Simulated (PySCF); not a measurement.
Relaxation of singlet [IO2]-

Computed with PySCF, PBE0, basis I def2-TZVPD with ECP28, O def2-TZVPD (scalar-relativistic core potentials, no spin–orbit coupling, density fitting). A (50,194) grid was used.

A start displaced from a saddle point along its imaginary mode, of C2v symmetry, held to at least that symmetry:

```xyz
3
charge -1 multiplicity 1, angstrom
I    -0.0079   -0.0292    0.0000
O     0.0312    0.1159    1.9417
O     0.0312    0.1159   -1.9417
```

Optimiser trace:
```csv
step,E − E(last) (kJ/mol),largest gradient (Eh/bohr)
0,179.83,0.02991
1,122.48,0.03312
2,71.11,0.04083
3,21.60,0.03132
4,2.71,0.02294
5,1.23,0.01411
6,0.01,0.00068
7,0.00,0.00013
8,0.00,0.00000
```

It ends at C2v with I–O 1.851 Å (×2); O–I–O 108.6° (after a last refinement on a finer grid). A frequency run shows a minimum.

Final geometry:
Coordinates in bohr (charge -1 multiplicity 1):
```
I    -0.1070   -0.3981    0.0000
O     0.4227    1.5721    2.8409
O     0.4227    1.5721   -2.8409
```
